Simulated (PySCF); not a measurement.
**Basis-set dependence of the ionisation energy of Pm²⁺**

Pm²⁺ [Xe] 4f5 (high-spin determinant) → Pm³⁺ [Xe] 4f4 (high-spin determinant). Calculated with PySCF 2.14 from differences of total energies of unrestricted determinants, without spin-orbit coupling. Values in eV.

| basis | Hamiltonian | functions | UHF | r2SCAN | PBE0 | MP2 (valence) |
| --- | --- | --- | --- | --- | --- | --- |
| cc-pVDZ-X2C | spin-free X2C | 84 | 20.241 | 23.127 | 23.097 | 21.925 |
| ANO-RCC-VTZP | spin-free X2C | 104 | 20.231 | 23.277 | 23.221 | 22.325 |
| x2c-TZVPPall | spin-free X2C | 113 | 20.107 | 23.185 | 23.145 | 22.099 |
| x2c-TZVPPall with one added diffuse shell each of s, p, d, f type | spin-free X2C | 129 | 20.110 | 23.205 | 23.163 | 22.108 |

Q: Estimate the row for cc-pwCVTZ-X2C with one added diffuse shell of g type (spin-free X2C, 195 functions).

A: From the rows with the same Hamiltonian and similar size; the calculation gives UHF 20.13 (eV).

Frozen in the all-electron rows: valence: [Kr] 4d10.

Both determinants mix LS terms of the configuration, so the numbers do not refer to single terms.

Between the lowest levels the reference is 22.44 ± 0.08 eV (semi-empirical (NIST evaluation); NIST Atomic Spectra Database, ionization energies); it includes spin-orbit coupling, which these numbers lack.
